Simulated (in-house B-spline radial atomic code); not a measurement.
## RPA and G0W0 on LDA VWN5: Kr⁶⁺

Configuration [Ar] 3d10 4s2, mean-field start LDA VWN5. Computed with a B-spline radial code for spherical atoms: all electrons, non-relativistic, point nucleus, each spin shell either full or empty, empty states to l = 9 with an (l + 1/2)⁻⁴ tail; G0W0 by contour deformation at full frequency.

Command:
```bash
python run_gw.py task.json out
```
Settings (radii: box in bohr, nucleus in fm):
```
Z                        36
electrons                30
configuration            [Ar] 3d10 4s2
hamiltonian              nr
method                   lda,vwn
lmax                     9
spin_polarised           False
box_radius               9.29
intervals                50
ion_configuration        [Ar] 3d10 4s1
```

Time taken, with all properties: 5.7 s on 1 thread of Arm Neoverse N1 (shared host).

Energies (hartree):

```json
{"term": "mean-field total", "value": "-2740.30323"}
{"term": "Hartree-Fock functional on these orbitals", "value": "-2742.42516"}
{"term": "direct second order", "value": "-2.6244"}
{"term": "second-order exchange", "value": "0.76433"}
{"term": "SOSEX correction", "value": "0.7004"}
```

Problem. What is the RPA correlation energy, and what remains with SOSEX?

Solution. RPA gives -2.2956 hartree (-2.08 eV per electron); RPA + SOSEX gives -1.5952, and the second-order doubles -1.8601 hartree (no singles). SOSEX takes back 31 % of the RPA value.

Quasi-particle levels (eV):

```json
{"level": "4s", "occupied": "yes", "mean field": "-101.23", "Σx - vxc": "-4.48", "Σc": "?", "QP weight": "?", "G0W0": "?"}
{"level": "3d", "occupied": "yes", "mean field": "-175.38", "Σx - vxc": "-20.93", "Σc": "3.78", "QP weight": "0.939", "G0W0": "-192.53"}
{"level": "4p", "occupied": "no", "mean field": "-84.70", "Σx - vxc": "8.61", "Σc": "-1.92", "QP weight": "0.959", "G0W0": "-78.01"}
```

G0W0 = mean field + (Σx - vxc) + Σc, with Σc (partial-wave tail included) taken at the quasi-particle energy. Only the outer levels were computed. Levels of low weight are left out.

Problem. Where does G0W0 put 4s?

Solution. At -108.29 eV, with Σc = -2.57 eV and a quasi-particle weight of 0.963. The tabulated removal energy is 109.13 ± 0.05 eV (NIST, tabulated theory); the calculation leaves out relativity, Breit and QED terms, and what these don't explain is the method's own error.

Problem. What does it cost to remove one electron (to [Ar] 3d10 4s1) by differences of total energies, each species on its own start (correlation terms add to the Hartree-Fock functional)?

Solution. LDA VWN5 108.56 eV, Hartree-Fock functional 105.30 eV, + RPA 108.10 eV, + RPA + SOSEX 107.45 eV, + second order 108.47 eV. Tabulated: 109.13 ± 0.05 eV (NIST, tabulated theory); the calculation leaves out relativity, Breit and QED terms, and what these don't explain is the method's own error.
